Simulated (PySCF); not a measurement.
C3H9Al, charge -1, doublet, at a GFN2-xTB geometry (such geometries of metal compounds can be far from the true shape) (a state made from the parent by changing its charge; the spin is typed, not shown lowest); MP2/6-311G** (PySCF).

The PySCF input:
```python
from pyscf import gto, scf, mp

mol = gto.Mole()
mol.atom = '''
    Al   -0.31345568    0.26070650    0.46689355
    C    -1.20837662   -1.44885398   -0.32477592
    H    -0.65953292   -1.91921404   -1.15429636
    H    -2.21794573   -1.24969512   -0.71502619
    H    -1.33776513   -2.24023004    0.42899583
    C    -0.03834955    1.50164128   -1.18677467
    H     0.51711093    1.04796697   -2.02116991
    H     0.51066905    2.42102643   -0.93280851
    H    -0.99227817    1.84111055   -1.61801717
    C     1.61529581   -0.35933302    0.96256457
    H     2.24295330    0.47155375    1.31874227
    H     2.18010805   -0.82353158    0.14032435
    H     1.62018668   -1.09889706    1.77755562
'''
mol.basis = '6-311g**'
mol.charge = -1
mol.spin = 1
mol.verbose = 5
mol.build()

mf = scf.UHF(mol)
mf.kernel()

pt = mp.MP2(mf, frozen=8)
pt.kernel()
print('E(MP2) = %.10f' % pt.e_tot)
mf.analyze()
```

Output, abridged:

```
PySCF version 2.14.0

[INPUT] verbose = 5
[INPUT] max_memory = 4000
[INPUT] num. atoms = 13
[INPUT] num. electrons = 41
[INPUT] charge = -1
[INPUT] spin (= nelec alpha-beta = 2S) = 1
[INPUT] symmetry False subgroup None
[INPUT] Mole.unit = angstrom
[INPUT] Symbol           X                Y                Z      unit          X                Y                Z       unit  Magmom
[...]
[INPUT] ---------------- BASIS SET ----------------
[INPUT] l, kappa, [nprim/nctr], expnt,             c_1 c_2 ...
[INPUT] H
[...]
                                5.09479           0.190373
                                1.15879           0.852161
[...]
[INPUT] Al
[...]
                                8211.7665         0.006527
                                1866.1761         0.033666
                                531.12934         0.132902
                                175.11797         0.401266
                                64.0055           0.531338
[...]
                                25.292507         0.62479
                                10.53491          0.227439
[...]
                                61.07687          0.070974
                                19.303237         0.295636
                                7.010882          0.728219
[...]
                                1.036596          0.417413
[...]
[INPUT] C
[...]
                                682.024           0.0152306
                                154.973           0.0761269
                                44.4553           0.260801
                                13.029            0.616462
                                1.82773           0.221006
[...]
                                4.80331           0.919999
                                1.45933           -0.00303068
[...]
                                4.80331           0.237594
                                1.45933           0.815854
[...]
nuclear repulsion = 147.030268378807
number of shells = 72
number of NR pGTOs = 210
number of NR cGTOs = 134
basis = 6-311g**
ecp = {}

******** <class 'pyscf.scf.uhf.UHF'> ********
method = UHF
initial guess = minao
damping factor = 0
level_shift factor = 0
DIIS = <class 'pyscf.scf.diis.CDIIS'>
diis_start_cycle = 1
diis_space = 8
diis_damp = 0
SCF conv_tol = 1e-09
SCF conv_tol_grad = None
SCF max_cycles = 50
direct_scf = True
direct_scf_tol = 1e-13
number electrons alpha = 21  beta = 20
Set gradient conv threshold to 3.16228e-05
E1 = -785.8819051702226  E2 = 278.28979805922893  Ecoul = 315.05019610627454  Exc = -36.76039804704561
init E= -360.561838732186
cond(S) = 1216.846851452025

  alpha mo_energy =
[-5.84019249e+01 -1.13175594e+01 -1.13171041e+01 -1.13171041e+01
 -4.86638802e+00 -3.16861391e+00 -3.16861391e+00 -3.16701010e+00
 -1.25583705e+00 -1.17199471e+00 -1.17199471e+00 -5.11606231e-01
 -4.84702528e-01 -4.75813264e-01 -4.75813260e-01 -4.55973673e-01
 -4.55973671e-01 -4.45669895e-01 -2.67623472e-01 -2.67623471e-01
 -6.16104807e-02  8.53027536e-02  8.53027539e-02  9.45075521e-02
  1.38918431e-01  1.76811744e-01  1.76811745e-01  1.91494529e-01
  2.15816320e-01  2.15816321e-01  2.19654336e-01  2.19654336e-01
  2.27685618e-01  2.84589345e-01  2.84589345e-01  2.94828282e-01
  3.28314932e-01  3.28314932e-01  3.43867397e-01  4.57330736e-01
  5.02621918e-01  5.02621918e-01  5.23103603e-01  5.23103604e-01
  5.34748047e-01  6.16109704e-01  6.96103393e-01  7.06503892e-01
  7.06503893e-01  7.28577904e-01  7.28577904e-01  7.33426654e-01
  7.61312359e-01  7.89563461e-01  7.89563462e-01  7.99012507e-01
  7.99012510e-01  8.13094510e-01  8.24770157e-01  8.24770158e-01
  8.73591326e-01  9.74448460e-01  9.97055222e-01  9.97055223e-01
  1.06906339e+00  1.06906339e+00  1.20244145e+00  1.23890876e+00
  1.23890876e+00  1.31740435e+00  1.31740436e+00  1.37859278e+00
  1.68534974e+00  1.68534974e+00  1.68731643e+00  1.70514680e+00
  1.70514680e+00  1.71381881e+00  1.74287160e+00  1.76527639e+00
  1.76527640e+00  1.78697611e+00  1.84637626e+00  1.84637626e+00
  1.89898373e+00  1.89898373e+00  1.90717024e+00  1.91391706e+00
  1.92845799e+00  1.92845799e+00  2.24618067e+00  2.30462281e+00
  2.30462281e+00  2.38689997e+00  2.38689997e+00  2.39111594e+00
  2.41489520e+00  2.41681289e+00  2.41681290e+00  2.54890336e+00
  2.58583818e+00  2.58583818e+00  2.62377679e+00  2.62377679e+00
  2.69171895e+00  2.72307026e+00  2.72379576e+00  2.72379576e+00
  2.78053663e+00  2.80479016e+00  2.80479017e+00  2.82027767e+00
  2.82027768e+00  2.88742935e+00  2.93649073e+00  3.05029734e+00
  3.05029734e+00  3.31658300e+00  3.45206082e+00  3.45206083e+00
  4.03086860e+00  4.03782382e+00  4.03782382e+00  4.04912013e+00
  4.04912015e+00  4.05533197e+00  4.85124426e+00  8.78531736e+00
  8.87677998e+00  8.87677999e+00  2.49530060e+01  2.49530060e+01
  2.49776379e+01  1.22990145e+02]
  beta  mo_energy =
[-5.84019249e+01 -1.13175594e+01 -1.13171041e+01 -1.13171041e+01
 -4.86638802e+00 -3.16861391e+00 -3.16861391e+00 -3.16701010e+00
 -1.25583705e+00 -1.17199471e+00 -1.17199471e+00 -5.11606231e-01
 -4.84702528e-01 -4.75813264e-01 -4.75813260e-01 -4.55973673e-01
 -4.55973671e-01 -4.45669895e-01 -2.67623472e-01 -2.67623471e-01
 -6.16104807e-02  8.53027536e-02  8.53027539e-02  9.45075521e-02
  1.38918431e-01  1.76811744e-01  1.76811745e-01  1.91494529e-01
  2.15816320e-01  2.15816321e-01  2.19654336e-01  2.19654336e-01
  2.27685618e-01  2.84589345e-01  2.84589345e-01  2.94828282e-01
  3.28314932e-01  3.28314932e-01  3.43867397e-01  4.57330736e-01
  5.02621918e-01  5.02621918e-01  5.23103603e-01  5.23103604e-01
  5.34748047e-01  6.16109704e-01  6.96103393e-01  7.06503892e-01
  7.06503893e-01  7.28577904e-01  7.28577904e-01  7.33426654e-01
  7.61312359e-01  7.89563461e-01  7.89563462e-01  7.99012507e-01
  7.99012510e-01  8.13094510e-01  8.24770157e-01  8.24770158e-01
  8.73591326e-01  9.74448460e-01  9.97055222e-01  9.97055223e-01
  1.06906339e+00  1.06906339e+00  1.20244145e+00  1.23890876e+00
  1.23890876e+00  1.31740435e+00  1.31740436e+00  1.37859278e+00
[...]
converged SCF energy = -360.778094668969  <S^2> = 0.75157394  2S+1 = 2.0015733
E(UMP2) = -361.324067215618  E_corr = -0.545972546649038
E(SCS-UMP2) = -361.331336520266  E_corr = -0.553241851297839
E(MP2) = -361.3240672156
Total Energy =                        -360.778094668968606
[...]
spin_pop of  0 Al 3pz       0.35011
spin_pop of  0 Al 4px       0.00422
spin_pop of  0 Al 4py       0.00285
spin_pop of  0 Al 4pz       0.00964
spin_pop of  0 Al 5px       0.00146
spin_pop of  0 Al 5py       0.00100
spin_pop of  0 Al 5pz       0.00325
spin_pop of  0 Al 6px       0.00021
spin_pop of  0 Al 6py       0.00014
spin_pop of  0 Al 6pz       0.00046
spin_pop of  0 Al 3dxy      0.00078
spin_pop of  0 Al 3dyz      0.00166
spin_pop of  0 Al 3dz^2     0.00054
spin_pop of  0 Al 3dxz      0.00300
spin_pop of  0 Al 3dx2-y2   -0.00024
spin_pop of  1 C 1s       -0.00000
spin_pop of  1 C 2s        0.00558
spin_pop of  1 C 3s       -0.00008
spin_pop of  1 C 4s       -0.00001
spin_pop of  1 C 2px       0.00216
spin_pop of  1 C 2py       0.00562
spin_pop of  1 C 2pz       0.00060
spin_pop of  1 C 3px       0.00059
spin_pop of  1 C 3py      -0.00015
spin_pop of  1 C 3pz       0.00070
spin_pop of  1 C 4px       0.00004
spin_pop of  1 C 4py       0.00001
spin_pop of  1 C 4pz       0.00006
spin_pop of  1 C 3dxy      0.00003
spin_pop of  1 C 3dyz      0.00001
spin_pop of  1 C 3dz^2     0.00002
spin_pop of  1 C 3dxz     -0.00002
spin_pop of  1 C 3dx2-y2   -0.00002
spin_pop of  2 H 1s        0.01390
spin_pop of  2 H 2s        0.00452
spin_pop of  2 H 3s        0.00020
spin_pop of  2 H 2px       0.00003
spin_pop of  2 H 2py      -0.00001
spin_pop of  2 H 2pz      -0.00001
spin_pop of  3 H 1s       -0.00175
spin_pop of  3 H 2s        0.00023
spin_pop of  3 H 3s        0.00001
spin_pop of  3 H 2px       0.00000
spin_pop of  3 H 2py      -0.00001
spin_pop of  3 H 2pz      -0.00000
spin_pop of  4 H 1s       -0.00175
spin_pop of  4 H 2s        0.00023
spin_pop of  4 H 3s        0.00001
spin_pop of  4 H 2px       0.00000
spin_pop of  4 H 2py       0.00000
spin_pop of  4 H 2pz      -0.00001
spin_pop of  5 C 1s       -0.00000
spin_pop of  5 C 2s        0.00558
spin_pop of  5 C 3s       -0.00008
spin_pop of  5 C 4s       -0.00001
spin_pop of  5 C 2px       0.00114
spin_pop of  5 C 2py       0.00357
spin_pop of  5 C 2pz       0.00368
spin_pop of  5 C 3px       0.00041
spin_pop of  5 C 3py       0.00044
spin_pop of  5 C 3pz       0.00030
spin_pop of  5 C 4px       0.00003
spin_pop of  5 C 4py       0.00003
spin_pop of  5 C 4pz       0.00005
spin_pop of  5 C 3dxy     -0.00001
spin_pop of  5 C 3dyz      0.00001
spin_pop of  5 C 3dz^2     0.00000
spin_pop of  5 C 3dxz      0.00000
spin_pop of  5 C 3dx2-y2    0.00002
spin_pop of  6 H 1s        0.01390
spin_pop of  6 H 2s        0.00452
spin_pop of  6 H 3s        0.00020
spin_pop of  6 H 2px      -0.00000
spin_pop of  6 H 2py       0.00004
spin_pop of  6 H 2pz      -0.00003
spin_pop of  7 H 1s       -0.00175
spin_pop of  7 H 2s        0.00023
spin_pop of  7 H 3s        0.00001
spin_pop of  7 H 2px       0.00000
spin_pop of  7 H 2py       0.00001
spin_pop of  7 H 2pz      -0.00002
spin_pop of  8 H 1s       -0.00175
spin_pop of  8 H 2s        0.00023
spin_pop of  8 H 3s        0.00001
spin_pop of  8 H 2px      -0.00000
spin_pop of  8 H 2py       0.00000
spin_pop of  8 H 2pz      -0.00001
spin_pop of  9 C 1s       -0.00000
spin_pop of  9 C 2s        0.00558
spin_pop of  9 C 3s       -0.00008
spin_pop of  9 C 4s       -0.00001
spin_pop of  9 C 2px       0.00644
spin_pop of  9 C 2py       0.00194
spin_pop of  9 C 2pz       0.00000
spin_pop of  9 C 3px      -0.00017
spin_pop of  9 C 3py       0.00021
spin_pop of  9 C 3pz       0.00111
spin_pop of  9 C 4px       0.00001
spin_pop of  9 C 4py       0.00002
spin_pop of  9 C 4pz       0.00008
spin_pop of  9 C 3dxy     -0.00001
spin_pop of  9 C 3dyz      0.00000
spin_pop of  9 C 3dz^2    -0.00001
spin_pop of  9 C 3dxz      0.00003
spin_pop of  9 C 3dx2-y2    0.00000
spin_pop of  10 H 1s       -0.00175
spin_pop of  10 H 2s        0.00023
spin_pop of  10 H 3s        0.00001
spin_pop of  10 H 2px      -0.00000
spin_pop of  10 H 2py      -0.00001
spin_pop of  10 H 2pz       0.00000
spin_pop of  11 H 1s        0.01390
spin_pop of  11 H 2s        0.00452
spin_pop of  11 H 3s        0.00020
spin_pop of  11 H 2px      -0.00002
spin_pop of  11 H 2py      -0.00001
spin_pop of  11 H 2pz       0.00003
spin_pop of  12 H 1s       -0.00175
spin_pop of  12 H 2s        0.00023
spin_pop of  12 H 3s        0.00001
spin_pop of  12 H 2px      -0.00001
spin_pop of  12 H 2py       0.00000
spin_pop of  12 H 2pz       0.00000
 ** Mulliken Spin Density (per atom)  **
spin density of  0 Al =      0.90778
spin density of  1 C =      0.01515
spin density of  2 H =      0.01863
spin density of  3 H =     -0.00152
spin density of  4 H =     -0.00152
spin density of  5 C =      0.01515
spin density of  6 H =      0.01863
spin density of  7 H =     -0.00152
spin density of  8 H =     -0.00152
spin density of  9 C =      0.01515
spin density of  10 H =     -0.00152
spin density of  11 H =      0.01863
spin density of  12 H =     -0.00152
 ** Mulliken pop alpha/beta on meta-lowdin orthogonal AOs **
 ** Mulliken pop       alpha | beta **
In total            21.00000 | 20.00000
 ** Mulliken atomic charges   ( Nelec_alpha | Nelec_beta ) **
charge of  0Al =      0.30148  (     6.80315      5.89537 )
charge of  1C =     -0.59312  (     3.30414      3.28899 )
charge of  2H =      0.05317  (     0.48273      0.46410 )
charge of  3H =      0.05306  (     0.47271      0.47423 )
charge of  4H =      0.05306  (     0.47271      0.47423 )
charge of  5C =     -0.59312  (     3.30414      3.28899 )
charge of  6H =      0.05317  (     0.48273      0.46410 )
charge of  7H =      0.05306  (     0.47271      0.47423 )
charge of  8H =      0.05306  (     0.47271      0.47423 )
charge of  9C =     -0.59312  (     3.30414      3.28899 )
charge of  10H =      0.05306  (     0.47271      0.47423 )
charge of  11H =      0.05317  (     0.48273      0.46410 )
charge of  12H =      0.05306  (     0.47271      0.47423 )

WARN: System has nonzero charge -1; the dipole moment is origin-dependent.
Location of origin: [0. 0. 0.]

Dipole moment(X, Y, Z, Debye):  0.74028, -0.61570, -1.10265
```
